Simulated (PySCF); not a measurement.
## Correlation energy of F (fluorine, neutral)

[He] 2s2 2p5, 2P determinant. Calculation: PySCF 2.14, in dyall-av2z; no relativity, point nucleus. Frozen: 1s2; 7 electrons correlated; the 8 highest virtual orbitals of each spin left out.

| level | correlation energy (mhartree) |
| --- | --- |
| CCSD | -188.28 |
| (T) | -3.31 |
| CCSD(T) | -191.59 |
| CCSDT | -191.78 |

Diagnostics: T1 = 0.0088, D1 = 0.0145, largest double amplitude 0.030.

Problem. Is a single reference adequate?

Solution. Yes: T1 lies below 0.03 and no double amplitude reaches 0.07.
